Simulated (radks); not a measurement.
All-electron atom: Mn XVI in [Ne]. Method: non-relativistic Kohn-Sham, PBEsol, spin-polarised, spherical densities, point nucleus; computed with a radial shooting solver on a logarithmic mesh with Libxc functionals.

Normalised radial functions P(r) = r R(r), r in bohr:

| r | 2s |
|---|---|
| 0.002015 | 0.1431 |
| 0.002521 | 0.1767 |
| 0.003154 | 0.2176 |
| 0.003946 | 0.2668 |
| 0.004897 | 0.3231 |
| 0.006127 | 0.3916 |
| 0.007665 | 0.4707 |
| 0.009589 | 0.5599 |
| 0.012 | 0.6569 |
| 0.01501 | 0.7572 |
| 0.01863 | 0.8497 |
| 0.0233 | 0.9292 |
| 0.02916 | 0.9742 |
| 0.03648 | 0.9615 |
| 0.04563 | 0.8635 |
| 0.05709 | 0.6531 |
| 0.07085 | 0.3263 |
| 0.08864 | -0.1388 |
| 0.1109 | -0.6969 |
| 0.1387 | -1.2690 |
| 0.1736 | -1.7394 |
| 0.2172 | -1.9858 |
| 0.2717 | -1.9309 |
| 0.3372 | -1.6081 |
| 0.4218 | -1.1101 |
| 0.5278 | -0.6179 |
| 0.6603 | -0.2654 |
| 0.826 | -0.0828 |
| 1.033 | -0.0174 |
| 1.283 | -0.0024 |
| 1.605 | -0.0002 |
| 2.007 | 0.0000 |

2s: eigenvalue -1188.2 eV, 1 radial node at r = 0.0834 bohr, <r> = 0.278 bohr, 90 % of the charge inside 0.429 bohr.
